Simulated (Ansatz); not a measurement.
Reaction (formal exchange of groups at a B–C bond): `OB(O)c1cccs1` + CH₃NH₂ → `NB(O)O` + `Cc1cccs1`

Isolated molecules relaxed with PBE0-D4/def2-TZVP in Ansatz; ΔE leaves out vibrations. CCSD(T)/CBS adds triple-zeta CCSD(T) − MP2 to the extrapolated MP2 energy (def2 sets, frozen cores). This one scheme is used for every species. Functionals use def2-TZVPP. B3LYP here is the variant with VWN-RPA as its local correlation; programs differ in this. Each species was taken in one conformer, which may not be the lowest.

```tsv
level	ΔE (kcal/mol)	difference from CCSD(T)/CBS
PBE-D4	-24.1	1.8
B2PLYP	-25.8	0.1
PBE	-24.4	1.5
r2SCAN	-25.8	0.1
PBE0	-25.8	0.1
B3LYP	-25.7	0.2
HF/def2-TZVPP	-27.8	-1.9
MP2/def2-TZVPP	-25.9	0.0
SCS-MP2/def2-TZVPP	-25.7	0.2
HF/def2-QZVPP	-27.9	-2.0
CCSD(T)/CBS	-25.9	0
```

Largest T1 diagnostic among the species: 0.013.

From PBE to PBE0 (25 % exact exchange), in def2-TZVPP and without D4, ΔE moves by −1.3 kcal/mol. In def2-TZVPP, CCSD(T) changes the Hartree–Fock value by +2.4 kcal/mol (the triples alone add +0.7 kcal/mol) and MP2 by +1.9 kcal/mol.
